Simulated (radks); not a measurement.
Problem. Spherical jellium clusters: N electrons in a uniform positive sphere of charge N and radius rs N^(1/3), rs = 4.3 bohr. Method: non-relativistic Kohn-Sham, LDA (Slater exchange, Perdew-Wang correlation), spin-polarised, spherical densities; computed with a radial shooting solver with Libxc functionals. Levels are named by radial order and angular momentum (1s, 1p, 1d, 2s, ...), and open shells are averaged over m. At N = 14 the configuration is 1s2 1p6 1d(up 5, down 1). The background grows by one charge. Does electron 15 go into 2s up or 2s down or 1d down?

Solution. Into 1d down. The total energies of the other choices lie higher by 0.155 eV (2s up), 0.314 eV (2s down).
